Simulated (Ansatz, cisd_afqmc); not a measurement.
Species: Ge, charge 0, triplet.

Total energies in aug-cc-pVDZ, 4 correlated electrons, 14 frozen orbitals. Open shells are spin-unrestricted; no spin-orbit coupling. Correlated methods leave the cores frozen (noble-gas shells, and filled d and f shells in the p block). No relativity. The Monte Carlo rows (phaseless AFQMC, CISD trial, step 0.005/hartree) carry one-sigma bars that omit the constraint's bias. Outlying blocks are dropped, and bars are widened where a walk drifts. Over all cases where full CI ran beside it in this data, AFQMC minus full CI had a median of +0.1 mEh and passed +0.4 mEh in a tenth of the cases.

```json
[
 {"method": "HF", "program": "Ansatz", "energy (Eh)": "-2075.29276", "minus CCSDTQ (mEh)": "59.18"},
 {"method": "MP2", "program": "Ansatz", "energy (Eh)": "-2075.33414", "minus CCSDTQ (mEh)": "17.79"},
 {"method": "CCSD", "program": "Ansatz", "energy (Eh)": "-2075.35061", "minus CCSDTQ (mEh)": "1.32"},
 {"method": "CCSD(T)", "program": "Ansatz", "energy (Eh)": "-2075.35156", "minus CCSDTQ (mEh)": "0.38"},
 {"method": "CCSDT(Q)", "program": "Ansatz", "energy (Eh)": "-2075.35193", "minus CCSDTQ (mEh)": "0.01"},
 {"method": "CCSDTQ", "program": "Ansatz", "energy (Eh)": "-2075.35194", "minus CCSDTQ (mEh)": "0.00"},
 {"method": "AFQMC/CISD", "program": "cisd_afqmc", "energy (Eh)": "-2075.3518 ± 0.0001", "minus CCSDTQ (mEh)": "0.1 ± 0.1"}
]
```

Ansatz is a quantum-chemistry and plane-wave program.
